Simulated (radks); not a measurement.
Values are calculated unless marked as measured or tabulated.
Question: La4+, 53 electrons, occupied as [Kr] 4d10 5s2 5p5. Level of theory: Dirac Kohn-Sham, LDA (Slater exchange, Perdew-Wang correlation), spin-unpolarised, spherical densities, finite nucleus; open shells are shared between the two j in proportion to 2j + 1; Fermi nuclear charge, rms radius 4.855 fm (a radial shooting solver on a logarithmic mesh with Libxc functionals). Some entries of the table are withheld. Estimate them.

| orbital | occ. | eigenvalue (eV) | <r^2> (bohr^2) |
|---|---|---|---|
| 1s1/2 | 2 | -38713.88 | 0.0008551 |
| 2s1/2 | 2 | (1) | 0.01358 |
| 2p1/2 | 2 | -5846.903 | 0.009967 |
| 2p3/2 | 4 | -5434.307 | 0.01123 |
| 3s1/2 | 2 | -1354.522 | 0.09310 |
| 3p1/2 | 2 | -1207.769 | 0.08785 |
| 3p3/2 | 4 | -1127.388 | 0.09551 |
| 3d3/2 | 4 | -869.2189 | 0.07854 |
| 3d5/2 | 6 | -852.0005 | 0.08072 |
| 4s1/2 | 2 | -303.3874 | (2) |
| 4p1/2 | 2 | (3) | 0.5172 |
| 4p3/2 | 4 | (4) | 0.5596 |
| 4d3/2 | 4 | (5) | 0.6708 |
| 4d5/2 | 6 | (6) | 0.6876 |
| 5s1/2 | 2 | -74.7555 | (7) |
| 5p1/2 | 1.66667 | -59.2235 | 3.099 |
| 5p3/2 | 3.33333 | -56.3185 | 3.339 |

Answer: 
(1) 2s1/2 eigenvalue (eV): -6194.064
(2) 4s1/2 <r^2> (bohr^2): 0.4831
(3) 4p1/2 eigenvalue (eV): -249.3488
(4) 4p3/2 eigenvalue (eV): -232.0858
(5) 4d3/2 eigenvalue (eV): -143.2649
(6) 4d5/2 eigenvalue (eV): -140.2618
(7) 5s1/2 <r^2> (bohr^2): 2.558
